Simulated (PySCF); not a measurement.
Si(Cl)3(SMe) (CH3Cl3SSi), SMILES [Si](SC)(Cl)(Cl)Cl.

Geometry: B3LYP-D3(BJ)/def2-SVP. The structure was generated by enumeration, and PubChem lists no compound with its InChIKey, so it may never have been made. The values are those of a single conformer.

All values below come from PySCF with PBE/def2-TZVP.

Isolated molecule, no solvent.

```json
{
  "total_energy": "-2107.53157 hartree",
  "point_group": "Cs",
  "highest_occupied_level": "-6.40 eV",
  "lowest_empty_level": "-1.68 eV",
  "orbital_gap": "4.72 eV",
  "dipole_moment": "2.01 D",
  "quadrupole, principal values (traceless, Buckingham form, about the centre of nuclear charge)": "-4.44, -3.89, 8.33 D·Å",
  "mean_static_polarisability": "92.3 bohr³ (13.68 Å³)",
  "polarisability_principal_values": "83.5, 88.4, 105.1 bohr³"
}
```
